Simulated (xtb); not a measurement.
C2H6O2Si2, SMILES O1[SiH2]C(C[SiH2]1)=O. All values are semi-empirical tight-binding results from xtb (GFN2-xTB unless named), good for trends rather than for accurate numbers. Geometry optimised at GFN2-xTB. The structure was generated by enumeration, and PubChem lists no compound with its InChIKey, so it may never have been made. The values are those of a single conformer.

A frequency run showed that this geometry is not a minimum.

Q: Estimate the properties. (Estimate from the structure and the level; the computed values follow.)

A: 
```
Item                                            Value
--------------------------------------  -------------
point group as xtb finds it                        Cs
orbital gap                                   2.59 eV
dipole moment                                  2.11 D
static polarisability (D4 model)           83.3 bohr³
solvation energy, GFN2-xTB/ALPB(water)  -0.5 kcal/mol
solvation energy, GFN2-xTB/ALPB(chcl3)  -5.5 kcal/mol
```
